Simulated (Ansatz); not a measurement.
Gas-phase electronic energies from Ansatz, PBE0-D4/def2-TZVP geometries. CCSD(T)/CBS adds triple-zeta CCSD(T) − MP2 to the extrapolated MP2 energy (def2 sets, frozen cores). This one scheme is used for every species, atoms too. DFT in def2-TZVPP. B3LYP here is the variant with VWN-RPA as its local correlation; programs differ in this. No spin–orbit coupling; open shells (•) take unrestricted orbitals. Spin–orbit coupling would lower the free atoms: a little for C, Cl, F; clearly for Br. Bonds to Br are less sure, by a few kJ/mol each and by 10 to 20 or more in all where they break to atoms, as the def2 sets lack core-valence functions. Scalar relativity is left out up to krypton.

Reaction (atomization): `FC(Cl)Br` → Br• + C• + Cl• + F• + H•

Task: What is ΔE at CCSD(T)/CBS? (An estimate is asked.)

Result: Ansatz gave: +367.3 kcal/mol.

Task: What do these levels give: r2SCAN0-D4, B3LYP, LC-ωPBE, MP2/def2-SVP, MP2/def2-TZVPP, HF/CBS(def2)? (An estimate is asked.)

Result: Computed: r2SCAN0-D4 358.3, B3LYP 357.3, LC-ωPBE 363.9, MP2/def2-SVP 350.9, MP2/def2-TZVPP 371.1, HF/CBS(def2) 237.1 kcal/mol.

Largest T1 diagnostic among the species: 0.009.

At CCSD(T), def2-SVP lies −30.0 kcal/mol from the extrapolated value and def2-TZVPP −13.7 kcal/mol: correlation converges slowly with the basis, and small sets miss more of it in the bonded molecule than in its fragments. From PBE to PBE0 (25 % exact exchange), in def2-TZVPP and without D4, ΔE moves by −15.0 kcal/mol: exact exchange takes away binding that semilocal exchange gives to molecules. In def2-TZVPP, CCSD(T) changes the Hartree–Fock value by +116.8 kcal/mol (the triples alone add +10.4 kcal/mol) and MP2 by +134.4 kcal/mol; breaking electron pairs costs correlation energy, which Hartree–Fock lacks.

For atomizations the MP2-based limit and the directly extrapolated one differ by several kJ/mol either way, and by 10 to 25 for some Ge, Se and Sn compounds, so smaller differences from it don't rank the levels.
